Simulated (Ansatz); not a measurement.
`[MgH][Br]` + H–F → `[F][MgH]` + HBr at 700 K and 1 bar (ligand exchange at a Mg–Br bond).

Isolated molecules relaxed with PBE0-D4/def2-TZVP in Ansatz; ΔE leaves out vibrations. CBS: MP2 limit from def2 TZ/QZ plus the TZ coupled-cluster correction, frozen cores. This one scheme is used for every species. For Br, Mg outer-core shells are correlated without core-valence functions, which leaves a few kJ/mol of doubt a bond. Scalar relativity is left out up to krypton.

```tsv
species	CCSD(T)/CBS energy (Eh)	H − E (kJ/mol)	S (J/(mol·K))
`[MgH][Br]`	-2773.87245	49.2	296.6
H–F	-100.39570	45.2	198.5
`[F][MgH]`	-300.33731	49.9	271.5
HBr	-2573.91920	36.5	223.7
```

H − E and S are ideal-gas, rigid-rotor, harmonic terms from PBE0-D4/def2-TZVP. 1 Eh = 2625.50 kJ/mol, R = 8.31446 J/(mol·K).

Task: By hand: ΔE, ΔH, ΔS and ΔG.

Result: ΔE = (-300.33731) + (-2573.91920) − (-2773.87245) − (-100.39570) = 0.01164 Eh = 30.6 kJ/mol. Δ(H − E) = 49.9 + 36.5 − 49.2 − 45.2 = -8.0, so ΔH = 22.6 kJ/mol. ΔS = 271.5 + 223.7 − 296.6 − 198.5 = 0.1 J/(mol·K). ΔG = 22.6 − 700 × (0.1)/1000 = 22.5 kJ/mol.

Task: By hand: the equilibrium constant, and the temperature at which ΔG would vanish if ΔH and ΔS stayed fixed.

Result: log₁₀ K = −ΔG/(RT ln 10) = -1.7. ΔG = 0 at ΔH/ΔS = 226000 K, far beyond where these terms or the molecules hold.

The number of gas molecules stays the same, so ΔS is small and ΔH decides. A doubt of 5 kJ/mol in ΔE shifts log₁₀ K by 0.4 here. These are equilibria of isolated gas molecules and say nothing of rates. Largest T1 diagnostic: 0.011 (customary marks: 0.02 for closed shells, 0.045 for open ones).
